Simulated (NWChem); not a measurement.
Species: CH3FSTi; SMILES [CH3][Ti]([F])=[S]

```xyz
7

Ti    -0.0913     0.2795     0.3029
S     -0.1472    -1.7275    -0.1063
F     -1.4725     1.1986    -0.2670
C      1.6823     1.0134    -0.4296
H      1.7518     2.0925    -0.1963
H      1.7000     0.8878    -1.5255
H      2.5511     0.4757    -0.0148
```
Atoms are numbered in this order, from 1.

Level: PBE0/def2-SVP (NWChem), optimised geometry, unscaled harmonic frequencies. 

```json
[
 {"frequency (cm⁻¹)": "102", "IR intensity (km/mol)": "2.6"},
 {"frequency (cm⁻¹)": "132", "IR intensity (km/mol)": "23.5"},
 {"frequency (cm⁻¹)": "170", "IR intensity (km/mol)": "0.1"},
 {"frequency (cm⁻¹)": "194", "IR intensity (km/mol)": "3.4"},
 {"frequency (cm⁻¹)": "420", "IR intensity (km/mol)": "38.1"},
 {"frequency (cm⁻¹)": "532", "IR intensity (km/mol)": "25.6"},
 {"frequency (cm⁻¹)": "559", "IR intensity (km/mol)": "35.0"},
 {"frequency (cm⁻¹)": "644", "IR intensity (km/mol)": "94.6"},
 {"frequency (cm⁻¹)": "788", "IR intensity (km/mol)": "203.4"},
 {"frequency (cm⁻¹)": "1138", "IR intensity (km/mol)": "11.5"},
 {"frequency (cm⁻¹)": "1378", "IR intensity (km/mol)": "9.8"},
 {"frequency (cm⁻¹)": "1391", "IR intensity (km/mol)": "7.5"},
 {"frequency (cm⁻¹)": "3022", "IR intensity (km/mol)": "2.8"},
 {"frequency (cm⁻¹)": "3135", "IR intensity (km/mol)": "3.8"},
 {"frequency (cm⁻¹)": "3154", "IR intensity (km/mol)": "0.6"}
]
```

- zero-point energy: 23.9 kcal/mol
- thermal correction to the enthalpy at 298.15 K (with zero-point energy): 28.5 kcal/mol
- heat capacity Cv: 19.4 cal/(mol K)
- entropy at 298.15 K and 1 atm (symmetry number 1): 80.2 cal/(mol K)
- dipole moment: 4.12 D

Rigid rotor and harmonic oscillator.
